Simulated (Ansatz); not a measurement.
The cluster Zn7Se6I2, relaxed as a singlet with RKS r2SCAN-D4/def2-SVP in Ansatz, starting from the GFN1-xTB geometry. Force threshold 0.03 eV/Å.

In the def2 sets I takes a core potential; there is no spin–orbit coupling. Single mean-field runs in def2-SVP are fitted with def2-universal-jkfit. Another isomer (singlet) lies 5.59 eV lower at PBE0-D4/def2-TZVP; other spin states weren't run for this one.

Start:

Cartesian coordinates in Å:
```
Zn 2.137 1.889 0.418
Zn -1.177 1.044 -1.071
Zn 2.515 2.069 -2.108
Zn -2.067 2.595 1.571
Zn 3.389 -0.036 1.234
Zn 0.661 -1.427 1.154
Zn -2.313 -1.582 0.502
Se 0.072 -3.627 -1.415
Se -2.076 -3.642 -0.562
Se 0.607 -0.129 -2.200
Se -0.119 2.829 0.170
Se 0.101 -2.177 -3.178
Se -3.148 0.595 0.311
I -3.111 3.868 3.442
I 4.529 -2.268 1.733
```

(1) Estimate the energy that the relaxation releases and the steps that it takes.

(2) Does the start keep its bonding and symmetry?

(3) Predict the relaxed structure.

## Answers

(1) 2.36 eV, in 41 steps; 6.4 min on 2 threads of AMD EPYC 7R13 on a shared host and a share (18 GiB) of an NVIDIA H100 80GB HBM3. No frequencies were taken in this run, so the end may be a saddle point.

(2) Bonds formed: Zn3–I15, Zn5–Se8, Zn5–Se10, Zn6–I14 (atoms count from 1). Metal–metal contacts that move far: Zn4–Zn6 4.88 to 2.56 Å, Zn4–Zn7 4.32 to 2.74 Å, Zn3–Zn5 4.05 to 2.79 Å, Zn1–Zn6 3.70 to 2.54 Å, Zn2–Zn7 3.27 to 2.63 Å, Zn5–Zn6 3.06 to 2.43 Å.

(3) 
```xyz
15

Zn    1.6651    1.8464    0.4728
Zn   -0.9972    1.0489   -1.2380
Zn    3.4273    0.9351   -0.8236
Zn   -2.3110    1.8626    0.9119
Zn    1.5899   -0.7158    0.4697
Zn   -0.2211    0.5119    1.5257
Zn   -1.9366   -0.7985    0.3790
Se    0.4724   -3.0889   -0.1329
Se   -1.8018   -3.1665    0.4682
Se    1.0429    0.0086   -2.1122
Se   -0.3439    3.0975   -0.0312
Se    0.5465   -2.3565   -2.3770
Se   -3.4314    0.7308   -0.9138
I    -1.7989    1.6873    3.5016
I     4.0980   -1.6029   -0.1002
```
Bond lengths (bridged metal pairs left out): 11 × Se–Zn 2.37 to 2.86 Å; 6 × Zn–Zn 2.37 to 2.92 Å; 4 × I–Zn 2.65 to 2.79 Å; 3 × Se–Se 2.35 to 2.43 Å.
